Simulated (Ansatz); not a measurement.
## Ligand exchange: InH2(CH3) + Cd(CH3)(SH) → InH2(SH) + Cd(CH3)2

Species: InH2(CH3), singlet; Cd(CH3)(SH), singlet; InH2(SH), singlet; Cd(CH3)2 (dimethylcadmium), singlet. The partners trade CH3 for SH: In–CH3 and Cd–SH bonds give way to In–SH and Cd–CH3.

Shapes, held fixed at every level: PBE0-D4/def2-TZVP. Programs: Ansatz 0.2.0. Electronic energies: no zero-point or thermal term.

| level | kind | ΔE (kJ/mol) | less CCSD(T)/def2-TZVPP | CPU time (sum over the molecules) |
| --- | --- | --- | --- | --- |
| HF/def2-TZVPP | Hartree–Fock | +6.3 | +14.1 | – |
| SPW92/def2-TZVPP | LDA | -13.1 | -5.3 | 11 s |
| PBE-D4/def2-TZVPP | GGA | -9.5 | -1.7 | 20 s |
| B3LYP-D4/def2-TZVPP | global hybrid | -6.3 | +1.5 | 35 s |
| BHLYP-D4/def2-TZVPP | global hybrid | -2.1 | +5.7 | 24 s |
| B2PLYP/def2-TZVPP | double hybrid | -6.9 | +0.9 | 42 s |
| CCSD(T)/def2-TZVPP | coupled cluster or CI | -7.8 | 0.0 | 10 min |

The highest level, CCSD(T)/def2-TZVPP, gives ΔE = -7.8 kJ/mol; the levels span -13.1 to +6.3. They disagree on the sign: 1 of 7 are positive. The column of differences is taken from that level and isn't an error. No measured value is set beside it here. For atoms past krypton def2 sets carry core potentials with scalar relativity. Correlated rows may include outer-core shells of Cd, In, which these sets cover unevenly. Times are processor times on shared x86 and Arm servers, and rough.
